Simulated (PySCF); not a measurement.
## Relaxation of singlet Al(OH)3

Computed with PBE in PySCF with Al def2-SVP, O def2-SVP, H def2-SVP; no relativity; density-fitted integrals. A (50,194) grid was used.

A hand-made trigonal planar (heavy-atom frame) start, of C3h symmetry, held to at least that symmetry:

```xyz
7
charge 0 multiplicity 1, angstrom
Al    0.0000    0.0000    0.0000
O     1.8900    0.0000    0.0000
O    -0.9450    1.6368    0.0000
O    -0.9450   -1.6368    0.0000
H     2.5071   -0.7354    0.0000
H    -0.6167    2.5389    0.0000
H    -1.8904   -1.8035    0.0000
```

(1) What does it relax to?

(2) How much energy is released, and in how many steps?

## Answers

(1) It ends at C3h with Al–O 1.713 Å (×3), O–H 0.970 Å (×3); Al–O–H 120.8° (×3), O–Al–O 120.0° (×3). A frequency run shows a minimum. Other isomers or separated fragments may lie lower.

(2) 115.6 kJ/mol in 7 steps.

The relaxation took about 25 core-seconds on a shared host.
